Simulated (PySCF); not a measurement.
CH₂Cl₃Si, SMILES [CH2][Si](Cl)(Cl)Cl, multiplicity 2.

The structure is a stationary point at PBE0-D3(BJ)/def2-SVP. The isomer is the one that the SMILES or the coordinates give; other isomers of the formula were not compared.

Calculation: TDA-PBE0/def2-SVPD run with PySCF.

Vertical excitations. Gas-phase values at a fixed geometry.

| state | energy (eV) | λ (nm) | f | main pairs |
|---|---|---|---|---|
| root 1 | 4.51 | 275 | 0.007 | β HOMO−2→LUMO 62 %, β HOMO−3→LUMO 28 % |
| root 2 | 4.82 | 257 | 0.004 | β HOMO→LUMO 99 % |
| root 3 | 5.10 | 243 | 0.000 | β HOMO−1→LUMO 97 % |
| root 4 | 5.17 | 240 | 0.015 | β HOMO−3→LUMO 67 %, β HOMO−2→LUMO 31 % |
| root 5 | 5.72 | 217 | 0.004 | β HOMO−4→LUMO 97 % |
| root 6 | 5.77 | 215 | 0.004 | β HOMO−5→LUMO 98 % |
| root 7 | 6.31 | 197 | 0.003 | α HOMO→LUMO 95 % |
| root 8 | 6.40 | 194 | 0.000 | β HOMO−7→LUMO 63 %, β HOMO−9→LUMO 30 % |
| root 9 | 6.69 | 185 | 0.000 | α HOMO→LUMO+1 95 % |
| root 10 | 6.70 | 185 | 0.001 | β HOMO−6→LUMO 87 % |
Unrestricted roots are not spin-pure.
